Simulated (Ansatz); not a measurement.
C14H8O2⁻, that is phenanthrenequinone with one electron more, relaxed as a doublet with UKS PBE-D4/def2-SVP in Ansatz, starting from the PBE-D4/def2-SVP geometry of the neutral singlet. Force threshold 0.03 eV/Å.

The highest occupied level of the relaxed charge -1 doublet lies above zero (up to 0.45 eV). By energy differences its removal costs 1.76 eV (each at its own geometry, to the charge 0 singlet, at PBE-D4/def2-SVP); self-interaction error and the lack of diffuse functions both raise the level. The relaxation made no stability test and no search for a lower SCF solution.

Start:

```xyz
24

O     1.308   -3.287   -0.046
C     0.883   -2.146   -0.165
C     0.909   -1.469   -1.558
O     1.356   -2.087   -2.515
C     0.382   -0.082   -1.663
C     0.406    0.531   -2.932
C    -0.072    1.831   -3.107
C    -0.581    2.526   -1.996
C    -0.609    1.926   -0.731
C    -0.130    0.612   -0.529
C    -0.154   -0.035    0.804
C    -0.654    0.626    1.948
C    -0.672    0.004    3.202
C    -0.189   -1.307    3.356
C     0.311   -1.981    2.240
C     0.334   -1.362    0.974
H     0.815   -0.058   -3.767
H    -0.052    2.305   -4.100
H    -0.963    3.552   -2.115
H    -1.014    2.501    0.112
H    -1.040    1.651    1.868
H    -1.070    0.551    4.070
H    -0.204   -1.794    4.343
H     0.702   -3.008    2.306
```

| step | energy (eV) | largest force component (eV/Å) | SCF passes |
| --- | --- | --- | --- |
| 1 | -18708.9312 | 2.026 | 26 |
| 2 | -18709.0301 | 1.077 | 25 |
| 3 | -18709.0585 | 0.118 | 25 |
| 4 | -18709.0593 | 0.033 | 24 |
| 5 | -18709.0594 | 0.011 | 17 |

Force components are those of the run's own axes.

End:

Cartesian coordinates in Å:
```
O 1.310 -3.305 -0.022
C 0.885 -2.137 -0.190
C 0.909 -1.483 -1.535
O 1.357 -2.080 -2.544
C 0.383 -0.101 -1.632
C 0.406 0.519 -2.908
C -0.066 1.813 -3.102
C -0.584 2.537 -2.000
C -0.615 1.945 -0.735
C -0.141 0.628 -0.510
C -0.165 -0.011 0.804
C -0.663 0.635 1.965
C -0.677 0.007 3.212
C -0.182 -1.314 3.340
C 0.313 -1.969 2.216
C 0.336 -1.350 0.940
H 0.819 -0.091 -3.727
H -0.038 2.275 -4.103
H -0.962 3.564 -2.134
H -1.022 2.525 0.108
H -1.052 1.662 1.888
H -1.072 0.542 4.091
H -0.190 -1.815 4.322
H 0.710 -2.996 2.255
```

By distances, no bond broke or formed. The bond that changes most is C2–C3, from 1.55 to 1.50 Å (atoms count from 1).

No frequencies were taken in this run, so the end may be a saddle point.

Hardware: 4 threads of Arm Neoverse V2 on a shared host. Wall time 34 s, peak host memory 0.56 GiB.
